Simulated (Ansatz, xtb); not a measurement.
**C4H4BrCl2F: which of two isomers lies lower**

Structure a: `F[C@](Cl)(Br)C/C=C/Cl`, a singlet. Structure b: `F[C@H](CCl)/C(Cl)=C/Br`, a singlet. Both are isolated molecules in the gas phase, relaxed with r2SCAN-D4/def2-SVP; each stands in its lowest conformer found.

a (Å):

```json
{"atom": "C", "x (Å)": "-0.1665", "y (Å)": "0.8255", "z (Å)": "-0.3245"}
{"atom": "C", "x (Å)": "0.7469", "y (Å)": "-0.3953", "z (Å)": "-0.3140"}
{"atom": "C", "x (Å)": "0.0421", "y (Å)": "-1.6232", "z (Å)": "0.1735"}
{"atom": "C", "x (Å)": "0.4357", "y (Å)": "-2.2801", "z (Å)": "1.2694"}
{"atom": "Br", "x (Å)": "0.7847", "y (Å)": "2.3660", "z (Å)": "-1.1125"}
{"atom": "Cl", "x (Å)": "-0.7234", "y (Å)": "1.2467", "z (Å)": "1.3180"}
{"atom": "Cl", "x (Å)": "-0.3481", "y (Å)": "-3.7042", "z (Å)": "1.8546"}
{"atom": "F", "x (Å)": "-1.2480", "y (Å)": "0.5832", "z (Å)": "-1.0896"}
{"atom": "H", "x (Å)": "1.6323", "y (Å)": "-0.1616", "z (Å)": "0.2948"}
{"atom": "H", "x (Å)": "1.0808", "y (Å)": "-0.5293", "z (Å)": "-1.3582"}
{"atom": "H", "x (Å)": "-0.8255", "y (Å)": "-1.9746", "z (Å)": "-0.3950"}
{"atom": "H", "x (Å)": "1.2872", "y (Å)": "-1.9689", "z (Å)": "1.8832"}
```

b (Å):

```tsv
atom	x (Å)	y (Å)	z (Å)
C	-2.0960	-1.5052	0.5126
C	-1.6724	-0.2550	1.2645
C	-0.9003	-2.3567	0.1486
C	-0.4853	-2.5053	-1.1172
Br	0.9741	-3.5408	-1.6485
Cl	-3.0980	0.6585	1.8459
Cl	-0.1335	-3.1123	1.5039
F	-2.7537	-1.1316	-0.6394
H	-2.7908	-2.0996	1.1352
H	-1.0569	-0.5216	2.1339
H	-1.0974	0.3980	0.5917
H	-1.0260	-2.0106	-1.9260
```

Quicker runs give these differences E(b) − E(a): GFN2-xTB −0.039 eV; HF/STO-3G −0.050 eV (at GFN2-xTB geometries); r2SCAN-D4/def2-SVP//GFN2-xTB +0.021 eV.

Question: Estimate E(b) − E(a) at the level CCSD(T)/def2-SVP + ΔMP2/def2-TZVPP.

Answer: Not settled: CCSD(T)/def2-SVP + ΔMP2/def2-TZVPP gives E(b) − E(a) = −0.052 eV, but this leans on the basis-set step: CCSD(T) alone gives −0.016 eV.

How the difference moves with the method:

```csv
level,geometry,E(b) − E(a) (eV),departure from the last row (eV),"job, with rough time for the two"
GFN2-xTB,GFN2-xTB,−0.039,+0.013,"optimisation, 0.13 s"
HF/STO-3G,GFN2-xTB,−0.050,+0.002,"single point, 0.36 s"
r2SCAN-D4/def2-SVP//GFN2-xTB,GFN2-xTB,+0.021,+0.073,"single point, 1.7 s"
r2SCAN-D4/def2-SVP,r2SCAN-D4/def2-SVP,+0.031,+0.083,"optimisation, 21 s"
HF/def2-SVP,r2SCAN-D4/def2-SVP,−0.149,−0.097,part of the CCSD(T) run
MP2/def2-SVP,r2SCAN-D4/def2-SVP,−0.007,+0.045,part of the CCSD(T) run
CCSD(T)/def2-SVP,r2SCAN-D4/def2-SVP,−0.016,+0.036,single point
CCSD(T)/def2-SVP + ΔMP2/def2-TZVPP,r2SCAN-D4/def2-SVP,−0.052,,"single point, 43 s"
```

As drawn, both hold the same kinds of bond in the same numbers.

r2SCAN-D4/def2-SVP puts the two in the other order. r2SCAN-D4/def2-SVP//GFN2-xTB, MP2/def2-SVP, CCSD(T)/def2-SVP find them nearly level. The largest departure from CCSD(T)/def2-SVP + ΔMP2/def2-TZVPP is that of HF/def2-SVP, 0.097 eV. The last row adds to CCSD(T) the change of the MP2 difference between the two basis sets, here −0.036 eV.

With thermal terms from frequencies at re-optimised GFN2-xTB minima (ideal gas, soft modes damped towards free rotors, one conformer each, 298.15 K, 1 atm): on the last row, ΔE + ΔZPE = −0.037, ΔH = −0.042, ΔG = −0.044 eV.

The correlated steps freeze 24 core orbitals; the filled d shell of Br is correlated, in a basis made for valence electrons. Codes used: Ansatz 0.2.0, xtb 6.7.1; the last row on 4 threads of AMD EPYC 9R45 96-Core Processor (Zen 5) on a shared host.
